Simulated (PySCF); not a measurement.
# Shifts of the heteroatoms

Structure with atom numbers: `[CH2:1]=[CH:2][n:3]1[n:4][cH:5][c:6]([CH:7]2[CH2:8][CH2:9]2)[n:10]1`. Each H is labelled by its parent atom. Ha(C8), Ha(C9) are cis to C6 on the ring; Ha(C1) is cis to N3; Hb(C8), Hb(C9) are trans to C6 on the ring; Hb(C1) is trans to N3.

[PySCF 2.14.0 with density-fitted response routines: NMR shieldings at PBE0/pcSseg-1/GIAO; GFN2-xTB geometry; in vacuum; non-relativistic Hamiltonian; one computed conformer; averaged over atoms made equivalent by symmetry, fast rotation or ring inversion]

Q: Where does 15N resonate?

A: 
```csv
atoms,environment,σ (ppm),δ (ppm)
N4,pyridine-type nitrogen of an azole,-102.3,-53.8
N10,pyridine-type nitrogen of an azole,-74.4,-79.5
N3,pyrrole-type ring nitrogen,-16.5,-132.9
```

Shieldings were converted by a linear fit to measured shifts: 15N: δ = -148.07 − 0.921σ (rms 6.3 ppm, 71 shifts vs CH3NO2, solution or neat liquid). A few per cent of atoms miss by over 2 rms, more outside the fitted compound classes.

On a 500 MHz spectrometer 15N resonates near 50.7 MHz, so 1 ppm is 50.7 Hz.
